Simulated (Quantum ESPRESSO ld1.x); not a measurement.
Values are calculated unless marked as measured or tabulated.
All-electron atom: the rubidium ion Rb2.5+ in [Ar] 3d10 4p6 4s(up 0.5, down 0) (fractional occupations, a model configuration). Level of theory: scalar-relativistic Kohn-Sham, LDA (Slater exchange, Perdew-Wang correlation), spin-polarised, spherical densities, point nucleus (ld1.x of Quantum ESPRESSO 7.5).

Unscreened Slater integrals over Kohn-Sham orbitals (cm^-1). They are taken over the spin-up orbitals.

F0(4p,4p): 124780
F2(4p,4p): 65795
F0(4p,4s): 132290
G1(4p,4s): 89118
F0(4p,3d): 161710
F2(4p,3d): 35899
G1(4p,3d): 11985
G3(4p,3d): 11277
F0(4p,3p): 161840
F2(4p,3p): 35392
G0(4p,3p): 9003.5
G2(4p,3p): 10553
F0(4s,4s): 141590
F0(4s,3d): 180230
G2(4s,3d): 15575
F0(4s,3p): 180420
G1(4s,3p): 13395
F0(3d,3d): 383100
F2(3d,3d): 185090
F4(3d,3d): 116790
F0(3d,3p): 380130
F2(3d,3p): 182900
G1(3d,3p): 218880
G3(3d,3p): 136730
F0(3p,3p): 381430
F2(3p,3p): 191380
